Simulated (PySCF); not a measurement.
**From computed data to an observable: entropy of an ideal gas**

BI3, SMILES IB(I)I.

Geometry optimised at PBE-D3(BJ)/def2-SVP. The isomer is the one that the SMILES or the coordinates give; other isomers of the formula were not compared. The def2 effective core potentials stand for the cores of I; spin–orbit coupling is left out.

PBE-D3(BJ)/def2-SVP in PySCF gives the harmonic wavenumbers 102, 102, 191, 311, 704, 704 cm⁻¹ and the rotational temperatures 0.0280, 0.0280, 0.0140 K. The molar mass is 391.52 g/mol, the symmetry number 6, the spin multiplicity 1.

Q: Work out the entropy at 298.15 K and 1 atm in the rigid-rotor, harmonic-oscillator model.

A: 
Translation (Sackur–Tetrode at 1 atm): S = R[1.5 ln M + 2.5 ln T − 1.16487] = 183.2 J/(mol K).
Rotation: q = (√π/σ) T^1.5/√(θA θB θC) = 459000, S = R[ln q + 3/2] = 120.9 J/(mol K).
Vibration: with u = 1.4388 ν/T, each mode gives R[u/(e^u − 1) − ln(1 − e^−u)]:
| ν (cm⁻¹) | modes | u | S (J/(mol K)) |
|---|---|---|---|
| 102 | 2 | 0.49 | 28.58 |
| 191 | 1 | 0.92 | 9.28 |
| 311 | 1 | 1.50 | 5.68 |
| 704 | 2 | 3.40 | 2.52 |
These are all the modes. Sum 46.1 J/(mol K).
Spin: R ln 1 = 0.0 J/(mol K).
Total 350.1 J/(mol K); the program's own thermochemistry gives 350.2. Translation makes up 52 % and vibration 13 %. Anharmonicity, hindered rotation and orbital degeneracy are left out.
